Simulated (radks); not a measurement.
All-electron atom: neutral scandium in [Ne] 3s2 3p5.5 3d1 4s2 4d0.5 (fractional occupations, a model configuration). All-electron calculation, scalar-relativistic Kohn-Sham, PBEsol, spin-polarised, spherical densities, point nucleus; open shells are filled with parallel spins first. Program: a radial shooting solver on a logarithmic mesh with Libxc functionals.

X-ray form factor f0, the Fourier transform of the density (f0(0) = 21):

sin(theta)/lambda (1/angstrom),f0 (electrons)
0.05,19.775
0.1,18.178
0.15,16.454
0.2,14.932
0.25,13.581
0.3,12.347
0.4,10.247
0.5,8.726
0.6,7.704
0.8,6.446
1,5.478
1.25,4.328
1.5,3.341
2,2.089
